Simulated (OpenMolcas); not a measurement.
**Fe5+, Ru5+, Os5+: d³ down the group**

* Program: OpenMolcas
* Method: CASSCF
* Basis: ANO-R2
* Scalar Hamiltonian: X2C, finite nucleus
* Spin-orbit coupling: RASSI with atomic mean-field integrals over the reference wave functions, term energies averaged over their components

Active space for each ion: 3 electrons in 5 orbitals (d).

Computed levels in cm-1 above ⁴F_3/2:

```json
{"Level": "⁴F_5/2", "Fe5+": "511", "Ru5+": "1382", "Os5+": "6077"}
{"Level": "⁴F_7/2", "Fe5+": "1203", "Ru5+": "3096", "Os5+": "11384"}
{"Level": "⁴F_9/2", "Fe5+": "2055", "Ru5+": "5003", "Os5+": "15261"}
{"Level": "⁴P_1/2", "Fe5+": "23174", "Ru5+": "16536", "Os5+": "19403"}
{"Level": "⁴P_3/2", "Fe5+": "23365", "Ru5+": "16513", "Os5+": "17064"}
{"Level": "²G_7/2", "Fe5+": "23867", "Ru5+": "18388", "Os5+": "24946"}
{"Level": "⁴P_5/2", "Fe5+": "23993", "Ru5+": "18688", "Os5+": "27106"}
{"Level": "²G_9/2", "Fe5+": "24557", "Ru5+": "19390", "Os5+": "39222"}
{"Level": "²P_1/2", "Fe5+": "31405", "Ru5+": "23915", "Os5+": "32688"}
{"Level": "weight of ⁴F in the lowest level (%)", "Fe5+": "100", "Ru5+": "99", "Os5+": "86"}
```

Mixed levels, with the weight of the term that names them: Os5+ ⁴F_9/2 (66 %), Os5+ ⁴P_3/2 (51 %), Os5+ ²G_9/2 (57 %).

Measured, with the error of the calculation in %. Measured levels: Fe5+ from Corliss and Sugar, J. Phys. Chem. Ref. Data 11, 135 (1982); Os5+ from the list in Brasseur, Palmeri and Quinet, Atoms 13, 11 (2025).

| Level | Fe5+ | Os5+ |
| --- | --- | --- |
| ⁴F_5/2 | 511 (-0.1) | 6397 (-5.0) |
| ⁴F_7/2 | 1188 (+1.2) | 11444 (-0.5) |
| ⁴F_9/2 | 2001 (+2.7) | 14678 (+4.0) |
| ⁴P_1/2 | 18738 (+23.7) | 16772 (+15.7) |
| ⁴P_3/2 | 18942 (+23.4) |  |
| ²G_7/2 | 20616 (+15.8) | 22920 (+8.8) |
| ⁴P_5/2 | 19611 (+22.3) | 24828 (+9.2) |
| ²G_9/2 | 21315 (+15.2) | 37019 (+5.9) |
| ²P_1/2 | 26496 (+18.5) | 28860 (+13.3) |

The fine-structure level ⁴F_9/2 changes by a factor of 7.43 from Fe5+ to Os5+.

Without spin-orbit coupling ⁴P lies 22512, 14967, 13657 cm-1 above ⁴F in that order; the difference to the level ⁴P_1/2, of either sign, comes from spin-orbit coupling, which also lowers the zero.

Without dynamic correlation excited terms often stand tens of per cent too high (terms of higher spin than the ground term too low), and those without a measured partner can miss by more than the paired ones. Measured partners are found by configuration, term and J. A level has none where our copy of the source lacks it or the pairing is in doubt (some pairs that miss far off the trend of their configuration count as doubtful), and it then counts in no deviation. Levels of configurations outside the active space are missing.
